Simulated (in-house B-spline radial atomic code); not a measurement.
Configurations of the zirconium ion Zr³⁺, with energies counted from [Kr] 4d1. Level of theory: scalar-relativistic (X2C) Hartree-Fock, spin-polarised, averaged over the determinants with the given up and down occupations, Fermi nucleus of rms radius 4.2694 fm; calculated with an all-electron radial atomic-structure program (B-spline basis). Shells without spins written out take the highest spin.

Occupations are held fixed; configurations that lie above the ionisation limit could autoionise.

```json
{"configuration": "[Ar] 3d10 4s2 4p5 4d2", "E - E(ref) (eV)": "29.775", "highest orbital": "4d up", "its <r> (bohr)": "1.777"}
{"configuration": "[Ar] 3d10 4s2 4p5 4d1 5s1", "E - E(ref) (eV)": "35.668", "highest orbital": "5s up", "its <r> (bohr)": "2.875"}
{"configuration": "[Ar] 3d10 4s2 4p5 4d1 5p1", "E - E(ref) (eV)": "41.277", "highest orbital": "5p up", "its <r> (bohr)": "3.319"}
{"configuration": "[Ar] 3d10 4s2 4p(2 up, 3 down) 4d(0 up, 1 down) 4f(0 up, 1 down)", "E - E(ref) (eV)": "50.708", "highest orbital": "4f down", "its <r> (bohr)": "3.934"}
{"configuration": "[Ar] 3d9 4s2 4p6 4d1 5s1", "E - E(ref) (eV)": "189.77", "highest orbital": "5s up", "its <r> (bohr)": "2.837"}
```

(1) Order these further configurations by energy, lowest first.
A. [Kr] 5s(0 up, 1 down)
B. [Kr] 5p1
C. [Ar] 3d9 4s2 4p6 4d1 4f1
D. [Ar] 3d10 4s2 4p5 4d1 5f1
E. [Ar] 3d10 4s2 4p(2 up, 3 down) 4d(1 up, 0 down) 5f(0 up, 1 down)

(2) How far above the reference does [Kr] 4f1 lie?

## Answers

(1) A (4.5189 eV), B (9.9159 eV), D (55.876 eV), E (57.866 eV), C (205.24 eV).

(2) 19.223 eV; its least bound orbital is 4f up with <r> = 4.14 bohr.
